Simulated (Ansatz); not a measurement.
Isolated molecules relaxed with PBE0-D4/def2-TZVP in Ansatz; ΔE leaves out vibrations. CCSD(T)/CBS is the MP2 limit (def2-TZVPP, def2-QZVPP) plus CCSD(T) − MP2 in def2-TZVPP, frozen cores. Functionals use def2-TZVPP. One conformer a species, not always the lowest.

Reaction (isomerisation): `OBB(F)[SiH3]` → `B[SiH2]OBF`

`OBB(F)[SiH3]`:

Z-matrix (Å, degrees):
```
Si
B 1 2.051
H 1 1.493 2 108.3
H 1 1.489 2 113.0 3 -119.8
H 1 1.489 2 111.0 3 117.4
B 2 1.706 1 122.8 3 -82.2
F 2 1.333 1 116.9 3 94.2
O 6 1.354 2 119.5 1 -87.8
H 6 1.209 2 121.4 1 89.0
H 8 0.961 6 113.8 2 177.7
```

`B[SiH2]OBF`:

Cartesian coordinates in Å:
```
B -0.754 -1.220 -1.570
Si 0.092 0.370 -0.700
O -0.311 0.525 0.906
B 0.399 0.589 2.040
F -0.253 0.724 3.186
H -0.578 -1.387 -2.742
H -1.420 -2.020 -0.985
H 1.577 0.271 -0.824
H -0.348 1.620 -1.380
H 1.596 0.527 2.070
```

| level | ΔE (eV) |
| --- | --- |
| ωB97X-V | -1.28 |
| MP2/def2-QZVPP | -1.43 |

(1) What does CCSD(T)/CBS give? (An estimate is asked.)

Largest T1 diagnostic among the species: 0.015.

Results:

(1) Ansatz gave: -1.34 eV. The listed levels differ from it by 0.06, -0.09 eV.

From PBE to PBE0 (25 % exact exchange), in def2-TZVPP and without D4, ΔE moves by −0.13 eV. In def2-TZVPP, CCSD(T) changes the Hartree–Fock value by +0.31 eV (the triples alone add +0.05 eV) and MP2 by +0.22 eV.
